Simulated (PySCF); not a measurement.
A GIAO shielding run with PySCF 2.14.0 with density-fitted response routines (density fitting, non-relativistic, gas phase) on SMILES C1C2(C(C[SiH3])=CC=C2)C1, C8H12Si:

```
$ OMP_NUM_THREADS=1 python probes_run.py task.json out

{"job": {"kind": "nmr", "xc": "PBE0", "basis": "pcSseg-1"}, "charge": 0, "multiplicity": 1}
Si     2.667209    -0.016620    -0.717342
C      1.328414     1.017027     0.177593
C      0.224865     0.155436     0.665120
C      0.200203    -0.593143     1.789269
C     -1.040111    -1.325069     1.860622
C     -1.786453    -1.035803     0.781458
C     -1.050432    -0.070093    -0.051491
C     -1.171702    -0.054082    -1.561726
C     -1.786267     1.042027    -0.777470
H      3.158975    -1.051230     0.188991
H      2.106709    -0.638632    -1.919107
H      3.757079     0.882246    -1.107097
H      1.795502     1.522801     1.024707
H      0.947771     1.790528    -0.490689
H      0.975870    -0.645241     2.532792
H     -1.299395    -1.991682     2.663663
H     -2.762029    -1.409028     0.530851
H     -1.815368    -0.797299    -2.007218
H     -0.275404     0.150884    -2.126091
H     -2.859856     1.065942    -0.669665
H     -1.324496     2.017973    -0.787640
```

Hardware: 1 thread of an Arm Neoverse V1, shared host. The job also computes population analyses, field gradients, ring-centre shieldings.

Question: How large is the calculation?

Answer: 74 electrons, 220 basis functions and 1157 auxiliary functions.

Question: How long does it take, and how much memory does it need?

Answer: 55 s of wall time, with 14 SCF cycles and 5 response iterations; peak memory 0.94 GiB. Times on a shared host scatter by some tens of per cent.
